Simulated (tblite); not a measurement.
Isomers of C4H2F3N3. Computed with GFN2-xTB (tblite): harmonic, unscaled wavenumbers at the GFN2-xTB geometry, gas phase. Against measured fundamentals such values can be off by several per cent, at times by over 20. One conformer each.

Electronic energies: GFN2-xTB at the same geometries; isomer energies are rough at this level and their order can be wrong.

| SMILES | electronic energy, lowest = 0 (kcal/mol) |
| --- | --- |
| FC(F)(F)c1ccnnn1 | 13.3 |
| FC(F)(F)c1cnncn1 | 0.0 |
| FC(F)(F)c1cncnn1 | 0.0 |

Task: How do GFN2-xTB zero-point energies change the relative energies?

Result: 
```csv
SMILES,ZPE (kcal/mol),of it from modes above 1550 cm⁻¹,electronic (kcal/mol),"with ZPE, lowest = 0 (kcal/mol)",lowest mode (cm⁻¹),rings
FC(F)(F)c1cnncn1,40.5,8.8,0.0,0.0,2,1
FC(F)(F)c1cncnn1,40.5,8.8,0.0,0.0,3,1
FC(F)(F)c1ccnnn1,40.3,8.8,13.3,13.0,11,1
```

The zero-point energies span 0.2 kcal/mol, from `FC(F)(F)c1ccnnn1` to `FC(F)(F)c1cnncn1`. The order is unchanged, ties at the printed digit aside.
